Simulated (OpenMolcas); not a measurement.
# C³⁺: from CASSCF to CASPT2

```yaml
Program: OpenMolcas 26.06
Basis: ANO-R3 [4s4p2d1f]
Scalar_Hamiltonian: X2C, finite nucleus
Active_space: 1 electron in 4 orbitals (2s 2p)
State_averaging: 2S+1 = 2 even, 1 root; 2S+1 = 2 odd, 3 roots
Spin-orbit_coupling: RASSI with atomic mean-field integrals over the reference wave functions, term energies averaged over their components
```

Methods on the same reference wave functions:
A. CASSCF
B. SS-CASPT2, IPEA 0.25 Eh, imaginary shift 0.1 Eh (closed shells correlated: 1s)

Energies in cm⁻¹ above 2s ²S_1/2, the measured ground level; measured values from Moore, Selected Tables of Atomic Spectra, NSRDS-NBS 3, section 3.

```
     Level      A      B  Measured
 2s ²S_1/2    0.0    0.0       0.0
2p ²P°_1/2  65093  64772     64484
2p ²P°_3/2  65191  64870     64592
```

Deviations, from unrounded energies. A percentage is the sum of absolute deviations over the sum of measured energies, with the sign that they share, or ± where signs differ.

| Against measurement | Levels | A | B |
| --- | --- | --- | --- |
| mean absolute deviation (cm-1) | 2 | 600 | 280 |
| other configurations (%) | 2 | +0.9 | +0.4 |

B lies closest to measurement on these levels. The largest miss of B in the table is 2p ²P°_1/2, by +290 cm-1. The ranking rests on the paired levels alone, and a cruder setting can come out closer through cancelling errors.

The lowest spin-free term lies below A's lowest term by 0.008 hartree in B.

With one active electron the reference holds no correlation, so core polarisation is missing (holds for A). With one active electron, CASPT2 adds the correlation within the correlated inactive shells and between them and that electron, and leaves the splitting within a term as the reference gives it (holds for B). Computed and measured levels are paired by configuration, term and J; levels that our copy of the source lacks, or whose pairing is in doubt (as where it misses far off the trend of its configuration), stay unpaired and out of the deviations. Only configurations of the active space appear.

° marks odd parity.
